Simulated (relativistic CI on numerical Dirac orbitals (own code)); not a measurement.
## V⁺ in a cubic cluster: 3s photoemission with charge transfer

Computed with a charge-transfer multiplet model of a cubic metal-ligand cluster with up to 2 ligand holes, Slater and spin-orbit integrals from Dirac-Coulomb-Breit ions, Slater integrals scaled by 0.7. The ground state mixes d4 with configurations of k ligand holes L, whose averages lie at kΔ + k(k − 1)U_dd/2; a core hole lowers each added d electron by U_cd. 20 K, Lorentzian 1.4 eV and Gaussian 0.8 eV FWHM.

Atomic integrals in eV (Slater integrals scaled, ζ unscaled), ground: F2dd 5.287, F4dd 3.249, zeta_d 0.015; with the core hole: F2dd 6.402, F4dd 3.985, zeta_d 0.021, G2cd 6.774.

Cluster parameters (eV): Δ = 9.7, U_cd = 5.5, 10Dq = 1.05, 10Dq(ligand) = 0.2, V(eg) = 1.95, V(t2g) = -0.9, final-state hopping factor = 0.9.

```csv
Case,n_d,d4,d5L,d6L2,S
U_dd = 3.2 eV,4.12,0.89,0.11,0.00,2.00
U_dd = 4.6 eV,4.11,0.89,0.11,0.00,2.00
U_dd = 5.3 eV,4.11,0.89,0.11,0.00,2.00
```

Weights, n_d and S are thermal averages at 20 K. Binding energies count from the first peak over 30 % of the highest in each spectrum, which can be another peak from case to case. The parameters are a model scan and need not match a compound or its usual spin state. Peaks in eV (height, largest 100):
- U_dd = 3.2 eV: 0.0 (100), 6.6 (59)
- U_dd = 4.6 eV: 0.0 (100), 6.5 (60)
- U_dd = 5.3 eV: 0.0 (100), 6.5 (60)

For the case U_dd = 4.6 eV, Δ = 9.7 eV is larger than U_dd = 4.6 eV, the Mott-Hubbard side of the Zaanen-Sawatzky-Allen scheme. With the core hole the average of the configuration with one ligand hole lies at Δ − U_cd = 4.2 eV before mixing: the effective hopping of about 3.3 eV (from the holes of the mixed ground state) is comparable with this gap or larger, so the configurations mix strongly.

Without intra-shell correlation the exchange splitting of the 3s hole comes out too large.
